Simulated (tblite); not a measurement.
Species: C₆H₈ClFSi.
Structure used (GFN2-xTB), in Å, numbered top down from 1:
```xyz
17
C6H8ClFSi angstrom
C      2.8917    0.1226   -0.5334
C      1.8651   -0.2386   -0.0315
C      0.6510   -0.6754    0.5955
Cl     1.0638   -2.0125    1.7369
Si    -0.3117    0.7717    1.4460
C     -1.4155    1.0426   -0.0882
C     -0.8821    0.0819   -1.1608
C     -0.3442   -1.1604   -0.4591
F     -1.3976   -1.7951    0.1674
H      3.7871    0.4436   -0.9749
H     -1.0234    0.2659    2.6130
H      0.6106    1.8693    1.7287
H     -1.4198    2.0648   -0.4605
H     -2.4493    0.7854    0.1421
H     -0.0596    0.5380   -1.7129
H     -1.6637   -0.1989   -1.8682
H      0.0905   -1.8929   -1.1499
```

Computed with GFN2-xTB (tblite): harmonic, unscaled wavenumbers at the GFN2-xTB geometry, gas phase. This tight-binding method is rough: wavenumbers can miss measured ones by several per cent, in bad cases by 10 to 20. Modes of hydrogen on silicon can be 10 to 20 % off. One conformer, not necessarily the lowest.

Harmonic wavenumbers (cm⁻¹): 61.1, 112.5, 119.4, 154.4, 172.7, 183.4, 307.2, 347.3, 391.1, 427.9, 445.3, 463.6, 523.3, 528.0, 613.1, 644.6, 657.1, 664.2, 711.9, 744.5, 781.8, 840.2, 898.5, 935.9, 1006.6, 1039.3, 1093.0, 1098.2, 1145.2, 1163.8, 1246.6, 1262.0, 1294.2, 1312.4, 1462.2, 1476.5, 2269.0, 2299.5, 2331.8, 2922.9, 2986.3, 2997.1, 3002.4, 3017.7, 3398.3.

A = 1434, B = 1113, C = 953.6 MHz; mass 162.007 u (most abundant isotopes); point group C1, symmetry number 1.

Problem. What is the zero-point energy?

Solution. ½Σν̃ = 25777 cm⁻¹ = 73.70 kcal/mol.

Problem. What is S at 500 K and 1 bar for an ideal gas of classical rigid rotors and harmonic oscillators?

Solution. Translation 43.75, rotation 31.28, vibration 49.75: S = 124.8 cal/(mol K).

Problem. And Cp and H(500 K) − H(0)?

Solution. Cp = 57.36 cal/(mol K), of which vibrations give 49.41 (their classical limit is 45 R = 89.4); H(500 K) − H(0) = 17.16 kcal/mol without the zero-point energy, 13.19 from vibrations.

Problem. What must be added to the electronic energy to get the Gibbs energy at 500 K and 1 bar?

Solution. ZPE + [H(500 K) − H(0)] − T·S = 73.70 + 17.16 − 62.39 = 28.47 kcal/mol.

Problem. How do the functions run with temperature in this model?

Solution. 
```csv
T (K),S (cal/(mol K)),Cp (cal/(mol K)),H − H(0) (kcal/mol),G − H(0) (kcal/mol),ln q(vib)
50,58.7,12.3,0.47,-2.47,0.29
100,69.2,18.3,1.24,-5.68,1.26
298.15,99.4,40.8,7.13,-22.52,6.32
373.15,109.4,47.9,10.46,-30.36,8.35
750,150.6,69.6,33.17,-79.76,18.14
1000,171.7,77.3,51.60,-120.13,23.92
```

q(vib) and H(0) count from the zero-point level.

Problem. Blend soft modes into free rotors: weight 1/[1 + (100 cm⁻¹/ν̃)⁴] for the oscillator and the rest for a rotor with moment μB/(μ + B), μ = h/(8π²ν), B = 10⁻⁴⁴ kg m². What vibrational entropy results?

Solution. 47.48 cal/(mol K) in place of 49.75, which changes −T·S at 500 K by +1.14 kcal/mol.

Hindered rotation and anharmonicity are outside this model. Other conformers, if any are populated, would add a mixing term that is left out. The structure is chiral; the term R ln 2 for an equal mix with its mirror image is left out.
